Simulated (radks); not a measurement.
Question: The mean radii <r> (bohr) of the occupied orbitals of an atom or ion are listed with their occupations. Calculated with a radial shooting solver on a logarithmic mesh with Libxc functionals: scalar-relativistic Kohn-Sham, PBEsol, spin-polarised, spherical densities, finite nucleus; Fermi nuclear charge, rms radius of each element as measured or else 0.836 A^(1/3) + 0.57 fm.

| orbital | occ. | <r> |
|---|---|---|
| 1s up | 1 | 0.02364 |
| 1s down | 1 | 0.02364 |
| 2s up | 1 | 0.1009 |
| 2s down | 1 | 0.1009 |
| 2p up | 3 | 0.08872 |
| 2p down | 3 | 0.08872 |
| 3s up | 1 | 0.2639 |
| 3s down | 1 | 0.2639 |
| 3p up | 3 | 0.2614 |
| 3p down | 3 | 0.2614 |
| 3d up | 5 | 0.2376 |
| 3d down | 5 | 0.2375 |
| 4s up | 1 | 0.5539 |
| 4s down | 1 | 0.5540 |
| 4p up | 3 | 0.5697 |
| 4p down | 2 | 0.5699 |

Name the element and its charge. Open shells, if any, are filled with parallel spins first.

Answer: Z = 60, neodymium, charge +25: Nd25+ in [Ar] 3d10 4s2 4p5. The 1s radius gives Z: for a bare nucleus <r> = (2 gamma + 1)/(2Z) with gamma = sqrt(1 - (Z/c)^2), 0.02332 bohr for Z = 60, and screening makes it slightly larger (0.02364 here). The occupations add up to 35, and the charge is Z minus that.
